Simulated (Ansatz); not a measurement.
Geometry optimisation, RKS PBE0-D4/def2-mTZVP in Ansatz 0.2.0.

Input:

```yaml
crystal:
  periodic: [false, false, false]
  atoms:
    - { symbol: C, position_ang: [-1.4679, 1.3175, 0.9686] }
    - { symbol: C, position_ang: [-0.6728, 0.5648, 0.0144] }
    - { symbol: C, position_ang: [0.0701, -0.4616, 0.3819] }
    - { symbol: Si, position_ang: [1.2378, -1.4759, -0.7] }
    - { symbol: O, position_ang: [1.8558, -0.5647, -1.9025] }
    - { symbol: H, position_ang: [-1.4318, 1.0248, 1.9879] }
    - { symbol: H, position_ang: [-1.1891, 2.4165, 0.9341] }
    - { symbol: H, position_ang: [-2.5285, 1.3135, 0.6516] }
    - { symbol: H, position_ang: [-0.7106, 0.886, -0.9887] }
    - { symbol: H, position_ang: [0.1431, -0.7661, 1.4599] }
    - { symbol: H, position_ang: [2.2397, -2.0852, 0.1309] }
    - { symbol: H, position_ang: [0.3855, -2.5556, -1.3062] }
    - { symbol: H, position_ang: [2.089, 0.3512, -1.617] }
basis:
  gaussian: { orbitals: def2-mTZVP }
hamiltonian:
  xc: pbe0
  dispersion: d4
relax:
  f_tol: 0.015
  max_steps: 40
```

Command:

```bash
$ ansatz run input.yaml --threads 2 --pin off --max-ram 3072MiB --backend cpu --events-out ev --progress --plain --runs-dir out
```

**Question.** Where does it end, and by what steps?

**Answer.** It converged. After 14 steps the energy has fallen by 0.320 eV; H9 moved furthest, 0.35 Å.

```csv
step,energy less start (eV),largest force component (eV/Å),accepted
0,0.0000,2.650,yes
1,-0.2410,1.057,yes
2,-0.2870,0.230,yes
3,-0.3005,0.164,yes
4,-0.3077,0.103,yes
5,-0.3112,0.140,yes
6,-0.2994,0.264,no
7,-0.3138,0.125,yes
8,-0.3163,0.288,yes
9,-0.3179,0.154,yes
10,-0.3196,0.068,yes
11,-0.3196,0.060,yes
12,-0.3202,0.044,yes
13,-0.3204,0.032,yes
14,-0.3205,0.011,yes
```

```xyz
13
Properties=species:S:1:pos:R:3
C -1.503 1.382 0.973
C -0.572 0.595 0.116
C 0.041 -0.537 0.465
Si 1.191 -1.457 -0.668
O 1.540 -0.565 -2.024
H -1.632 0.925 1.956
H -1.136 2.405 1.113
H -2.487 1.468 0.500
H -0.398 0.999 -0.882
H -0.145 -0.934 1.465
H 2.436 -1.808 0.079
H 0.577 -2.709 -1.178
H 2.107 0.201 -1.900
```

Whether the end is a true minimum wasn't checked by a vibrational analysis.

Time of the run: 54 s on 2 threads of Arm Neoverse V2, with other jobs on the host, peak memory 0.29 GiB.
